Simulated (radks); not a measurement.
Ionisation of neutral bismuth, [Hg] 6p3, to [Hg] 6p2 as the strength of local exchange is varied. Calculated with a radial shooting solver on a logarithmic mesh with Libxc functionals: scalar-relativistic Kohn-Sham, Slater X-alpha exchange (alpha = 2/3 is LDA exchange), no correlation, spin-unpolarised, spherical densities, finite nucleus; Fermi nuclear charge, rms radius 5.5211 fm.

| alpha | E(Bi) (hartree) | exchange (hartree) | IE (eV) | -e of the level emptied (eV) | <r> of it (bohr) |
|---|---|---|---|---|---|
| 0.606 | -21469.8747 | -339.6533 | 6.625 | 3.387 (6p) | 3.180 |
| 0.667 | -21504.3071 | -374.4625 | 7.087 | 3.781 (6p) | 3.113 |
| 0.73 | -21539.9283 | -410.5316 | 7.580 | 4.207 (6p) | 3.048 |
| 0.848 | -21606.8110 | -478.4134 | 8.544 | 5.054 (6p) | 2.936 |
| 0.943 | -21660.8123 | -533.3705 | 9.359 | 5.782 (6p) | 2.855 |
| 1.015 | -21701.8316 | -575.2042 | 9.999 | 6.359 (6p) | 2.797 |
| 1.03 | -21710.3872 | -583.9392 | 10.134 | 6.482 (6p) | 2.786 |

NIST Atomic Spectra Database: 7.286 eV (measured). The Delta-SCF value meets it near alpha = 0.69. Spin polarisation and multiplet splitting are left out, so open shells lie too high by an amount that depends on their filling. Spin-orbit splitting is averaged out at the scalar-relativistic level.

Beside tabulated values, note that spin-unpolarised runs miss the spin-polarisation part of the exchange energy of open shells, and scalar-relativistic runs lack spin-orbit coupling.
